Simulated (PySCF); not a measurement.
CH₇ClSi₂, SMILES [SiH2](Cl)[SiH2]C.

The structure is a stationary point at B3LYP-D3(BJ)/def2-SVP. One conformer was computed; it need not be the lowest.

Two levels are set side by side: TDDFT-PBE/def2-SVPD (PySCF) and TDDFT-CAM-B3LYP/def2-SVPD (PySCF). Vertical, same geometry. The lowest singlet is HOMO→LUMO 98 % with PBE and HOMO→LUMO 94 % with the other functional; states are paired by order. Differences are taken from unrounded values.

```
quantity                               TDDFT-PBE
-------------------------------------  ---------
lowest singlet excitation (eV)              5.60
lowest triplet excitation (TDA) (eV)        5.07
first bright state (f over 0.05) (eV)       7.12
its oscillator strength                     0.05
```

**Question.** These are the TDDFT-PBE values. What does TDDFT-CAM-B3LYP give? (An estimate is asked for; the answer gives what the named calculation found.)

**Answer.** 
| quantity | TDDFT-CAM-B3LYP | TDDFT-PBE minus TDDFT-CAM-B3LYP |
|---|---|---|
| lowest singlet excitation (eV) | 6.23 | -0.63 |
| lowest triplet excitation (TDA) (eV) | 5.61 | -0.54 |
| first bright state (f over 0.05) (eV) | 7.91 | -0.78 |
| its oscillator strength | 0.24 | -0.19 |

Functionals without exact exchange tend to place singlet excitations lower, as here. Differences between two approximate levels are no errors against the true value.

Rough cost on one machine, each run with all the roots and properties that it gave: TDDFT-CAM-B3LYP against TDDFT-PBE about 6 times.
